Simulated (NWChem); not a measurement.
Species: C$_{5}$H$_{7}$O, doublet; SMILES C[C]=CC(C)=O

```xyz
13

C     -0.0029    -2.8579    -0.0033
C     -0.1832    -1.4103    -0.0016
C      0.4882    -0.2625    -0.0032
C     -0.1663     1.0912    -0.0001
C      0.7939     2.2707     0.0028
O     -1.3800     1.2395     0.0004
H     -0.4785    -3.3213     0.8880
H     -0.4808    -3.3193    -0.8943
H      1.0762    -3.1479    -0.0049
H      1.6022    -0.2807    -0.0065
H      1.4578     2.2320    -0.8865
H      1.4552     2.2294     0.8940
H      0.2234     3.2165     0.0035
```
Atoms are numbered in this order, from 1.

All runs: NWChem. Pople sets run with spherical d functions. Spin-unrestricted. Spin-contaminated determinants: UHF/6-31G* (<S²> = 1.10). The geometry was optimised at PBE-D3(BJ)/def2-SVP, spin-unrestricted. No stability test was run on the SCF state. B3LYP is NWChem's, with the RPA form of VWN correlation. Atomic charges in e: unrestrained fits to the electrostatic potential beside Mulliken populations; buried atoms are poorly determined by the fit.

For level B3LYP/def2-SVP:

| Quantity | Value |
|---|---|
| Mulliken C1 | 0.05 |
| Mulliken C2 | -0.05 |
| Mulliken C3 | -0.12 |
| Mulliken C4 | 0.05 |
| Mulliken C5 | 0.02 |

Question: What are these values for level UHF/6-31G*?

Answer: 
| Property | Value |
|---|---|
| Mulliken C1 | -0.57 |
| Mulliken C2 | 0.15 |
| Mulliken C3 | -0.36 |
| Mulliken C4 | 0.55 |
| Mulliken C5 | -0.59 |
